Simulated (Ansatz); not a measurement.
Consider the hydrogenolysis of a B–In bond: `[InH2][B]1CO1` + H₂ → `B1CO1` + `[InH3]`.

Program: Ansatz. Geometries: PBE0-D4/def2-TZVP. ΔE: electronic, gas phase. CCSD(T)/CBS is the MP2 limit (def2-TZVPP, def2-QZVPP) plus CCSD(T) − MP2 in def2-TZVPP, frozen cores. This one scheme is used for every species. Functionals use def2-TZVPP. def2 core potentials past Kr. For In outer-core shells are correlated without core-valence functions, which leaves a few kJ/mol of doubt a bond.

```
        species  r2SCAN0-D4 energy (Eh)
`[InH2][B]1CO1`              -330.67022
             H₂                -1.17055
        `B1CO1`              -139.92082
       `[InH3]`              -191.92513
```

**Question.** Work out ΔE.

**Answer.** ΔE = (-139.92082) + (-191.92513) − (-330.67022) − (-1.17055) = -0.00518 Eh = -13.6 kJ/mol. CCSD(T)/CBS gives -7.0 kJ/mol.

Largest T1 diagnostic among the species: 0.016.

At CCSD(T), def2-SVP lies −11.9 kJ/mol from the extrapolated value and def2-TZVPP −1.3 kJ/mol. From PBE to PBE0 (25 % exact exchange), in def2-TZVPP and without D4, ΔE moves by −5.2 kJ/mol. Leaving LDA and LC-ωPBE aside and taking each functional with its dispersion term where it has one, the values, not all of them listed here, spread over 20.9 kJ/mol, from B97M-V to revPBE-D4.
